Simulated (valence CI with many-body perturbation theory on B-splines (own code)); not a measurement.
## La49+: electric-dipole lines

Computed by relativistic CI+MBPT: six valence electrons over a frozen Dirac-Fock core [He], a basis of 9 s, 9 p, 8 d, 6 f, 3 g, 1 h functions for each j, with the one-electron correlation potential Σ1 (screened to all orders), the two-electron term Σ2, the three-electron term Σ3, Breit, model QED; selected single and double excitations, second order for the rest, scaled by the run's own slope (own B-spline code, finite nucleus).

The last digits are not significant, and no measured levels were compared; by estimate large intervals hold to a few tenths of a per cent, small ones and those within an open d or f shell to about a per cent. Among the levels kept, up to 2300 cm⁻¹ of a level comes from second order outside the variational space, and about a tenth of that is noise between levels of different J, which matters for small intervals.

Lines 101 to 150 of 221 in falling wavelength, among levels below 423.87 Ry, chosen from the strongest by gf and those to the six lowest levels. Wavelengths and rates use the calculated energies. Electric multipoles are in the length gauge with retardation, E1 and E2 with the static RPA response of the core. Weak lines are less certain than strong ones. Lines between different terms over intervals too small for the method are left out, as are lines whose strength nearly cancels. The highest levels of a list are the least certain.

Levels are named by their leading jj configuration (3d3/2^4 stands for four electrons in 3d with j = 3/2), which in mixed levels can hold well under half, so a name can repeat and another be missing. Letters in brackets count levels of one name in rising energy.

```csv
λ vac (Å),Upper,Lower,A (s⁻¹),S (a.u.) with core polarisation,S without
16.96,(2s 2p1/2^2 2p3/2^2 3s) J=1 [a],(2s^2 2p1/2^2 2p3/2 3s) J=2,1.25e+12,9.04e-03,9.05e-03
16.82,(2s 2p1/2^2 2p3/2^2 3s) J=2,(2s^2 2p1/2^2 2p3/2 3s) J=2,1.79e+12,2.10e-02,2.10e-02
16.79,(2p1/2^2 2p3/2^4) J=0,(2s 2p1/2^2 2p3/2^3) J=1,4.32e+12,1.01e-02,1.01e-02
16.68,(2s 2p1/2^2 2p3/2^2 3s) J=0,(2s^2 2p1/2^2 2p3/2 3s) J=1,1.10e+12,2.51e-03,2.51e-03
16.60,(2s 2p1/2 2p3/2^4) J=1,(2s^2 2p1/2 2p3/2^3) J=1,3.55e+11,2.40e-03,2.41e-03
16.24,(2s 2p1/2^2 2p3/2^3) J=1,(2s^2 2p1/2^2 2p3/2^2) J=2,2.14e+12,1.35e-02,1.36e-02
10.95,(2s 2p1/2 2p3/2^4) J=1,(2s^2 2p1/2^2 2p3/2^2) J=0,1.24e+09,2.41e-06,2.41e-06
10.57,(2s 2p1/2 2p3/2^4) J=1,(2s^2 2p1/2^2 2p3/2^2) J=2,4.24e+10,7.40e-05,7.41e-05
2.867,(2s^2 2p1/2^2 2p3/2 3p1/2) J=2,(2s 2p1/2^2 2p3/2^3) J=1,4.30e+10,2.50e-06,2.50e-06
2.830,(2s^2 2p1/2^2 2p3/2 3p1/2) J=1,(2s 2p1/2^2 2p3/2^3) J=2,6.52e+10,2.19e-06,2.19e-06
2.829,(2s^2 2p1/2^2 2p3/2 3p1/2) J=2,(2s 2p1/2^2 2p3/2^3) J=2,7.89e+09,4.41e-07,4.42e-07
2.789,(2s^2 2p1/2^2 2p3/2 3p3/2) J=1,(2s 2p1/2^2 2p3/2^3) J=1,2.06e+10,6.63e-07,6.64e-07
2.777,(2s^2 2p1/2^2 2p3/2 3p3/2) J=2,(2s 2p1/2^2 2p3/2^3) J=1,3.54e+09,1.87e-07,1.87e-07
2.765,(2s^2 2p1/2^2 2p3/2 3p3/2) J=0,(2s 2p1/2^2 2p3/2^3) J=1,4.56e+11,4.76e-06,4.76e-06
2.754,(2s^2 2p1/2^2 2p3/2 3p3/2) J=3,(2s 2p1/2^2 2p3/2^3) J=2,5.29e+10,3.82e-06,3.82e-06
2.753,(2s^2 2p1/2^2 2p3/2 3p3/2) J=1,(2s 2p1/2^2 2p3/2^3) J=2,9.12e+10,2.82e-06,2.81e-06
2.741,(2s^2 2p1/2^2 2p3/2 3p3/2) J=2,(2s 2p1/2^2 2p3/2^3) J=2,6.91e+10,3.51e-06,3.51e-06
2.718,(2s^2 2p1/2^2 2p3/2 3s) J=2,(2s^2 2p1/2 2p3/2^3) J=2,1.42e+10,7.06e-07,7.05e-07
2.714,(2s^2 2p1/2^2 2p3/2 3s) J=1,(2s^2 2p1/2 2p3/2^3) J=2,7.84e+09,2.32e-07,2.32e-07
2.704,(2s^2 2p1/2^2 2p3/2 3s) J=1,(2s^2 2p1/2 2p3/2^3) J=1,3.36e+10,9.83e-07,9.80e-07
2.619,(2s^2 2p1/2 2p3/2^2 3p1/2) J=1 [a],(2s 2p1/2^2 2p3/2^3) J=1,3.68e+10,9.78e-07,9.76e-07
2.593,(2s^2 2p1/2 2p3/2^2 3p1/2) J=2 [b],(2s 2p1/2^2 2p3/2^3) J=1,2.99e+11,1.29e-05,1.28e-05
2.589,(2s^2 2p1/2 2p3/2^2 3p1/2) J=1 [b],(2s 2p1/2^2 2p3/2^3) J=1,3.48e+10,8.95e-07,8.93e-07
2.588,(2s^2 2p1/2 2p3/2^2 3p1/2) J=1 [a],(2s 2p1/2^2 2p3/2^3) J=2,1.42e+10,3.65e-07,3.64e-07
2.584,(2s^2 2p1/2 2p3/2^2 3p1/2) J=2 [a],(2s 2p1/2^2 2p3/2^3) J=2,7.31e+09,3.11e-07,3.10e-07
2.575,(2s^2 2p1/2 2p3/2^2 3p1/2) J=3,(2s 2p1/2^2 2p3/2^3) J=2,3.71e+10,2.19e-06,2.18e-06
2.572,(2s^2 2p1/2 2p3/2^2 3p1/2) J=0,(2s 2p1/2^2 2p3/2^3) J=1,5.28e+11,4.43e-06,4.42e-06
2.562,(2s^2 2p1/2 2p3/2^2 3p1/2) J=2 [b],(2s 2p1/2^2 2p3/2^3) J=2,5.01e+11,2.08e-05,2.08e-05
2.558,(2s^2 2p1/2 2p3/2^2 3p1/2) J=1 [b],(2s 2p1/2^2 2p3/2^3) J=2,1.25e+10,3.10e-07,3.09e-07
2.554,(2s^2 2p1/2^2 2p3/2 3d3/2) J=2,(2s^2 2p1/2 2p3/2^3) J=2,5.75e+10,2.37e-06,2.37e-06
2.553,(2s^2 2p1/2 2p3/2^2 3p3/2) J=2 [a],(2s 2p1/2^2 2p3/2^3) J=1,8.10e+10,3.32e-06,3.32e-06
2.551,(2s^2 2p1/2^2 2p3/2 3d3/2) J=3,(2s^2 2p1/2 2p3/2^3) J=2,1.61e+10,9.23e-07,9.24e-07
2.550,(2s^2 2p1/2^2 2p3/2 3d3/2) J=1,(2s^2 2p1/2 2p3/2^3) J=2,1.27e+11,3.13e-06,3.13e-06
2.545,(2s^2 2p1/2^2 2p3/2 3d3/2) J=2,(2s^2 2p1/2 2p3/2^3) J=1,2.16e+11,8.81e-06,8.82e-06
2.545,(2s^2 2p1/2 2p3/2^2 3p3/2) J=1 [a],(2s 2p1/2^2 2p3/2^3) J=1,8.90e+10,2.17e-06,2.16e-06
2.541,(2s^2 2p1/2^2 2p3/2 3d3/2) J=1,(2s^2 2p1/2 2p3/2^3) J=1,5.40e+09,1.31e-07,1.31e-07
2.540,(2s^2 2p1/2^2 2p3/2 3d3/2) J=0,(2s^2 2p1/2 2p3/2^3) J=1,1.15e+11,9.28e-07,9.30e-07
2.532,(2s^2 2p1/2 2p3/2^2 3p3/2) J=1 [b],(2s 2p1/2^2 2p3/2^3) J=1,2.36e+12,5.68e-05,5.67e-05
2.528,(2s^2 2p1/2 2p3/2^2 3p3/2) J=2 [b],(2s 2p1/2^2 2p3/2^3) J=1,1.14e+12,4.57e-05,4.56e-05
2.525,(2s^2 2p1/2 2p3/2^2 3p3/2) J=3 [a],(2s 2p1/2^2 2p3/2^3) J=2,1.17e+12,6.51e-05,6.50e-05
2.524,(2s^2 2p1/2^2 2p3/2 3d5/2) J=2,(2s^2 2p1/2 2p3/2^3) J=1,1.86e+10,7.38e-07,7.37e-07
2.523,(2s^2 2p1/2 2p3/2^2 3p3/2) J=2 [a],(2s 2p1/2^2 2p3/2^3) J=2,1.38e+12,5.49e-05,5.48e-05
2.522,(2s^2 2p1/2 2p3/2^2 3p3/2) J=1 [c],(2s 2p1/2^2 2p3/2^3) J=1,2.03e+10,4.83e-07,4.83e-07
2.522,(2s^2 2p1/2 2p3/2^2 3p3/2) J=2 [c],(2s 2p1/2^2 2p3/2^3) J=1,3.27e+12,1.29e-04,1.29e-04
2.522,(2s^2 2p1/2^2 2p3/2 3d5/2) J=1,(2s^2 2p1/2 2p3/2^3) J=2,1.16e+10,2.76e-07,2.77e-07
2.518,(2s^2 2p1/2 2p3/2^2 3p3/2) J=2 [d],(2s 2p1/2^2 2p3/2^3) J=1,2.38e+12,9.38e-05,9.37e-05
2.514,(2s^2 2p1/2 2p3/2^2 3p3/2) J=3 [b],(2s 2p1/2^2 2p3/2^3) J=2,9.51e+11,5.22e-05,5.21e-05
2.513,(2s^2 2p1/2^2 2p3/2 3d5/2) J=1,(2s^2 2p1/2 2p3/2^3) J=1,2.62e+10,6.15e-07,6.18e-07
2.503,(2s^2 2p1/2 2p3/2^2 3p3/2) J=1 [b],(2s 2p1/2^2 2p3/2^3) J=2,6.18e+11,1.43e-05,1.43e-05
2.502,(2s 2p1/2^2 2p3/2^2 3s) J=3,(2s 2p1/2^2 2p3/2^3) J=2,7.78e+12,4.21e-04,4.20e-04
```
